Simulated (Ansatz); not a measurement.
Cost and result for the atomization energy of `FC[SiH2]CCl` (11 atoms, 10 bonds).

Cartesian coordinates in Å:
```
F -2.079 0.746 0.100
C -0.817 1.296 0.317
Si 0.478 0.273 -0.607
C 0.437 -1.496 0.034
Cl 0.865 -1.511 1.769
H -0.833 2.336 -0.026
H -0.625 1.296 1.394
H 0.166 0.265 -2.061
H 1.821 0.863 -0.374
H 1.145 -2.141 -0.485
H -0.560 -1.928 -0.061
```

The species carries charge 0 and has multiplicity 1. Geometry: relaxed with PBE0-D4/def2-TZVP. It is one conformer, not always the lowest. Program: Ansatz. All runs use 4 threads of an Arm Neoverse V1 on a shared host. Times are those of one run each, without the atoms' runs, and a repeat can differ threefold. Electronic energies, without spin–orbit coupling; frozen cores. CCSD(T)/CBS adds CCSD(T) − MP2 in def2-TZVPP to the MP2 limit, and its time is that of the two runs behind it. T1 = 0.011. B3LYP takes the VWN-RPA correlation (the form of Gaussian; ORCA's B3LYP/G).

CCSD(T)/CBS is a level of theory with its own doubt, some kJ/mol a heavy atom from the limit and from the frozen cores, so smaller differences don't rank the functionals.

```csv
level,functions,wall time
LDA (SPW92)/def2-TZVPP,261,1.4 s
revPBE-D4/def2-TZVPP,261,2.2 s
BLYP-D4/def2-TZVPP,261,2.2 s
PBE0-D4/def2-TZVPP,261,3.4 s
BHLYP-D4/def2-TZVPP,261,3.5 s
CAM-B3LYP-D4/def2-TZVPP,261,3.7 s
B3LYP-D4/def2-TZVPP (with forces),261,5.5 s
CCSD(T)/def2-SVP,108,5.5 s
ωB97X-V/def2-TZVPP,261,8.5 s
ωB97M-V/def2-TZVPP (with forces),261,13 s
MP2/def2-QZVPP,491,23 s
CCSD(T)/def2-TZVPP,261,3 min
CCSD(T)/CBS(def2),–,3.4 min
```

(1) What atomization energy does each give, and how far from CCSD(T)/CBS? (Estimate.)

## Answers

(1) Ansatz gave: 
```json
{"level": "LDA (SPW92)/def2-TZVPP", "atomization (kJ/mol)": "4338.3", "difference from CCSD(T)/CBS": "538.8", "per bond": "53.9"}
{"level": "revPBE-D4/def2-TZVPP", "atomization (kJ/mol)": "3771.3", "difference from CCSD(T)/CBS": "-28.2", "per bond": "-2.8"}
{"level": "BLYP-D4/def2-TZVPP", "atomization (kJ/mol)": "3775.3", "difference from CCSD(T)/CBS": "-24.2", "per bond": "-2.4"}
{"level": "PBE0-D4/def2-TZVPP", "atomization (kJ/mol)": "3801.5", "difference from CCSD(T)/CBS": "2.0", "per bond": "0.2"}
{"level": "BHLYP-D4/def2-TZVPP", "atomization (kJ/mol)": "3693.0", "difference from CCSD(T)/CBS": "-106.5", "per bond": "-10.7"}
{"level": "CAM-B3LYP-D4/def2-TZVPP", "atomization (kJ/mol)": "3808.4", "difference from CCSD(T)/CBS": "8.9", "per bond": "0.9"}
{"level": "B3LYP-D4/def2-TZVPP (with forces)", "atomization (kJ/mol)": "3789.0", "difference from CCSD(T)/CBS": "-10.5", "per bond": "-1.1"}
{"level": "CCSD(T)/def2-SVP", "atomization (kJ/mol)": "3574.0", "difference from CCSD(T)/CBS": "-225.5", "per bond": "-22.6"}
{"level": "ωB97X-V/def2-TZVPP", "atomization (kJ/mol)": "3815.9", "difference from CCSD(T)/CBS": "16.4", "per bond": "1.6"}
{"level": "ωB97M-V/def2-TZVPP (with forces)", "atomization (kJ/mol)": "3811.9", "difference from CCSD(T)/CBS": "12.4", "per bond": "1.2"}
{"level": "MP2/def2-QZVPP", "atomization (kJ/mol)": "3810.1", "difference from CCSD(T)/CBS": "10.6", "per bond": "1.1"}
{"level": "CCSD(T)/def2-TZVPP", "atomization (kJ/mol)": "3700.0", "difference from CCSD(T)/CBS": "-99.5", "per bond": "-10.0"}
{"level": "CCSD(T)/CBS(def2)", "atomization (kJ/mol)": "3799.5", "difference from CCSD(T)/CBS": "0.0", "per bond": "0.0"}
```

Leaving LDA and LC-ωPBE aside and taking each functional with its dispersion term where it has one, the values, not all of them listed here, spread over 165.7 kJ/mol, from BHLYP-D4 to PBE-D4. LDA lies +503.0 kJ/mol from PBE without D4, its usual overbinding. In def2-TZVPP, CCSD(T) changes the Hartree–Fock value by +900.8 kJ/mol (the triples alone add +52.5 kJ/mol) and MP2 by +952.2 kJ/mol; breaking electron pairs costs correlation energy, which Hartree–Fock lacks. At CCSD(T), def2-SVP lies −225.6 kJ/mol from the extrapolated value and def2-TZVPP −99.6 kJ/mol: correlation converges slowly with the basis, and small sets miss more of it in the bonded molecule than in its fragments.
